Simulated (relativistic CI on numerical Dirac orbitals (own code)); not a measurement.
## What each ingredient does to the levels of Hg2+

Base calculation: Dirac-Coulomb-Breit CI, separate exchange-only KLI orbitals for each configuration, model QED, valence Slater integrals scaled by 0.85, P86 correlation energy added to each configuration.

Configuration list (outside the closed core [Xe] 4f14): 5d10, 5d9 6s, 5d9 6p, 5d8 6s2, 5d9 5f, 5d9 7s, 5d9 6d, 5d8 6s 6p, 5d9 7p, 5d8 5f2, 5d9 7d, 5d9 6f, 5d9 5g, 5d9 7f, 5d9 6g, 5d8 6s 7s. Levels of other configurations are missing.

The lowest level and the first level of each name with at least 55 % of one term (blank where a level has no safe partner in the second run):

```csv
Level,Base (cm⁻¹),Shift (cm⁻¹)
5d10 1S_0,0.0,0.0
5d9 6s 3D_3,48155.8,-3357.5
5d9 6s 3D_2,51599.5,-3371.4
5d9 6s 3D_1,62922.4,-3357.4
5d9 6s 1D_2,66147.4,-3391.5
5d9 6p 3P°_2,106849.0,-5484.7
5d8 6s2 3F_4,110089.6,-6115.0
5d9 6p 3F°_4,119985.1,-5475.9
5d9 6p 3P°_1,120541.0,-5492.5
5d8 6s2 3F_3,123641.7,-6114.8
5d9 6p 3D°_3,123799.2,-5507.7
5d9 6p 1P°_1,130594.5,-5487.7
5d9 6p 3P°_0,131486.3,-5490.4
5d8 6s2 3P_0,131589.1,-6108.0
5d8 6s2 3P_1,135942.6,-6115.4
5d9 6p 3D°_2,137946.6,-5518.6
5d8 6s2 1G_4,138542.6,-6113.2
5d8 6s 6p 5D°_4,152277.0,-7835.6
5d8 6s 6p 5G°_6,167117.5,-7836.1
5d8 6s2 1S_0,170228.9,-6101.3
5d8 6s 6p 5F°_5,171326.4,-7836.2
5d8 6s 6p 5D°_0,172841.9,-7834.4
```

For a near-neutral ion this model can misplace configurations by up to about 10,000 cm⁻¹ (more where the count of f electrons changes) and terms by 10 to 25 % of their spread. Rates follow the energies as ν³ (E1, M1) or ν⁵ (E2), so they and the lifetimes can be off by large factors. The fine structure of a lone outer electron comes out too small, for d and f at times inverted, and misplaced configurations move strength between like terms. 22 of the 62 excited levels that our extract of the measured tables holds in this range could be paired (the sources list more); they are missed by 5744 cm⁻¹ on average and 13208 at most, and levels without a partner can miss by more.

**Question.** One thing was changed in a second run, which moved the levels as shown. Which?
A. only the first 3 configurations
B. configuration mixing switched off
C. QED terms removed
D. Breit term removed
E. self-excluded LDA correlation estimate
F. no correlation estimate

**Answer.** F. No correlation estimate. A correlation estimate moves all levels of a configuration together before mixing; mixed levels move by a weighted share.

LS names give the leading component of a level, which can be under half, so a name can repeat, a term be missing and a line seem to break the LS rules.
